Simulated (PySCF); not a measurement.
Isomers C₉H₁₃N:

A. SMILES C1(C)=C(N)C(CC)=CC=C1
B. SMILES C[C@@H]1C[C@@H]2C[C@H]1C[C@H]2C#N
C. SMILES C1=C(C(C)C)C=CC(N)=C1
D. SMILES CC(C)C1=CC=CC=C1N

Spectrum 1. ¹H NMR (400 MHz, computed): δ 7.28 (d, 2H), 6.69 (d, 2H), 3.30 (br s, 2H), 2.48 (sept, 1H), 1.19 (d, 6H). ¹³C{¹H} NMR (computed): δ 150.6 (C), 142.7 (C), 132.9 (CH), 116.9 (CH), 39.5 (CH), 27.4 (CH3).

Spectrum 2. ¹H NMR (400 MHz, computed): δ 7.28 (d, 1H), 7.24 (d, 1H), 6.91 (m, 1H), 3.45 (br s, 2H), 2.56 (q, 2H), 2.26 (s, 3H), 1.19 (t, 3H). ¹³C{¹H} NMR (computed): δ 147.0 (C), 134.3 (CH), 133.5 (CH), 130.3 (C), 124.4 (C), 122.9 (CH), 31.7 (CH2), 20.4 (CH3), 15.0 (CH3).

Spectrum 3. ¹H NMR (400 MHz, computed): δ 7.36 (m, 1H), 7.31 (d, 1H), 6.99 (m, 1H), 6.79 (d, 1H), 3.50 (br s, 2H), 2.43 (sept, 1H), 1.30 (d, 6H). ¹³C{¹H} NMR (computed): δ 149.0 (C), 134.3 (C), 132.5 (CH), 129.8 (CH), 122.9 (CH), 118.4 (CH), 32.7 (CH), 23.3 (CH3).

Spectrum 4. ¹H NMR (400 MHz, computed): δ 2.36 (m, 1H), 1.99 (m, 1H), 1.90 (m, 1H), 1.81 (m, 1H), 1.61 (m, 1H), 1.55 (m, 1H), 1.44 (m, 1H), 1.40 (m, 1H), 1.34 (m, 1H), 1.06 (m, 1H), 0.98 (d, 3H). ¹³C{¹H} NMR (computed): δ 128.6 (C), 46.9 (CH), 45.9 (CH), 40.6 (CH2), 40.5 (CH2), 39.1 (CH), 34.9 (CH2), 29.9 (CH), 24.0 (CH3).

All values are calculated (PySCF): geometry from GFN2-xTB, GIAO PBE0/pcSseg-1 shieldings. Rapidly exchanging positions averaged, gas phase, one computed conformer, relativity neglected.

References, each an isolated molecule treated in the same way: ¹H (σ = 31.72 ppm) and ¹³C (σ = 186.93 ppm) vs TMS. Where no couplings were computed, multiplicities follow the n + 1 count of equivalent neighbours, and m marks all less simple cases (inequivalent or close neighbours, rings, F or P nearby). Shifts are as computed. Against solution values, carbons near 30 ppm lie about +3 ppm off and those near 130 ppm about +5 ppm. Of 1211 compounds with measured shifts, 218 miss one by over three times the rms of a fit or turn the order of signals round; such compounds aren't used in these exercises. OH and NH positions are gas-phase values without hydrogen bonding to other molecules.

**Question.** Match each spectrum to its structure.

**Answer.** 1–C, 2–A, 3–D, 4–B.

- Spectrum 1 (C): 6 ¹³C signals; δC 150.6 is an aromatic carbon bearing nitrogen; δC 132.9 is an aromatic CH.
- Spectrum 2 (A): 9 ¹³C signals; δC 147.0 is an aromatic carbon bearing nitrogen; δC 134.3 is an aromatic CH.
- Spectrum 3 (D): 8 ¹³C signals; δC 149.0 is an aromatic carbon bearing nitrogen; δC 132.5 is an aromatic CH.
- Spectrum 4 (B): 9 ¹³C signals; δC 128.6 is a nitrile carbon; δC 46.9 is an sp3 CH in a ring.
